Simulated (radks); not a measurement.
Charge is removed step by step from the 5s1/2 level of the thallium ion Tl3+, starting from [Xe] 4f14 5d10. Method: Dirac Kohn-Sham, PBE, spin-unpolarised, spherical densities, point nucleus; computed with a radial shooting solver on a logarithmic mesh with Libxc functionals. At the starting occupation the eigenvalue is -159.99 eV. Estimate the energy to remove one whole electron from this level, the eigenvalue at the end, and how far E(n) bends from a straight line.

Answer. Delta-SCF 169.61 eV; final eigenvalue -179.43 eV; the deviation from the straight line is -2.431 eV at 0.5 electron removed, the largest on the grid computed. Slater's transition state (half an electron removed) gives 169.56 eV. Integrating minus the eigenvalue over the occupation (Janak's theorem) gives 169.61 eV. The mean slope of the eigenvalue, de/dn, is 19.4 eV per electron.
